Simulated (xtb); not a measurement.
In(H)(SH)2 (H₃InS₂), SMILES [SH][InH][SH]. All values are semi-empirical tight-binding results from xtb (GFN2-xTB unless named), good for trends rather than for accurate numbers. Coordinates come from a GFN2-xTB optimisation. One conformer was computed; it need not be the lowest.

Optimised geometry:

```xyz
6

In     0.0000     0.0000    -0.4633
H      0.0000     0.0000    -2.2015
S      0.0000     2.0560     0.7963
H      0.0000     2.8260    -0.2882
S      0.0000    -2.0560     0.7963
H      0.0000    -2.8260    -0.2882
```
Charge 0, spin multiplicity 1.

For metal compounds this method's bond lengths and energies can be far off.

- point group as xtb finds it: C2v
- orbital gap: 2.81 eV
- zero-point energy: 12.9 kcal/mol
- G − E(el) at 298.15 K (modified RRHO): -7.0 kcal/mol

Computed atomic charges and the Wiberg bond orders between heavy atoms:
charges (e) In1 0.22, H2 -0.05, S3 -0.27, H4 0.19, S5 -0.27, H6 0.19. Bond orders In1–S3 0.98, In1–S5 0.98.
